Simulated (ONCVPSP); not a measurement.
## Which change was made? (Te, ONCV)

Te, optimised norm-conserving Vanderbilt (ONCV), made with ONCVPSP 4.0.1 (PBEsol, scalar-relativistic). Core [Kr] 4d10, reference 5s1.75 5p4.25. Waves: 5s: rc 1.95 bohr, ncon 3, nbas 8, qcut 3.1 1/bohr, 2 projectors, debl 1.3 Ha; 5p: rc 2.15 bohr, ncon 4, nbas 8, qcut 3.1 1/bohr, 2 projectors, debl 1.3 Ha; d scattering state at 0.05 Ha: rc 1.95 bohr, ncon 3, nbas 7, qcut 4.5 1/bohr, 3 projectors, debl 0.7 Ha. Local part: polynomial inside 1.30 bohr (lpopt 5, dvloc0 6 Ha). Core correction: Teter function, fcfact 3, rcfact 1.4.

Cutoffs, loose and tight: the cutoffs (Ha) at which the residual kinetic energy of the hardest occupied pseudo-wave falls to 1 and 0.1 mHa per electron. They do not see the model core or the augmentation charge, which bear on the density cutoff. Test errors are all-electron minus pseudo excitation energies from the reference, over the configurations 5s2 5p4; 5s2 5p3; 5s2 5p2; 5s2 5p1; variants that change the core or the reference have their own tests.

The base gives: outcome: generated; cutoff, loose: 26 Ha; cutoff, tight: 61 Ha; bound ghosts: d; GHOST(+) flags above zero: s, p, d; largest test error (meV): -162.

(1) After one change the result is: outcome: generated; cutoff, loose: 26 Ha; cutoff, tight: 61 Ha; bound ghosts: d5/2, d3/2; GHOST(+) flags above zero: s, p3/2, d5/2, p1/2, d3/2; largest test error (meV): -148. Which change was it?
A. fully relativistic
B. s: rc 1.32
C. core correction Teter function, fcfact 3, rcfact 2.08

Results:

(1) A. The others give: core correction Teter function, fcfact 3, rcfact 2.08 → outcome: generated; cutoff, loose: 26 Ha; cutoff, tight: 61 Ha; bound ghosts: d; GHOST(+) flags above zero: s, p, d; largest test error (meV): -1178 | s: rc 1.32 → outcome: generated; cutoff, loose: 129 Ha; cutoff, tight: 164 Ha; bound ghosts: s, d; GHOST(+) flags above zero: s, p, d; largest test error (meV): -165.
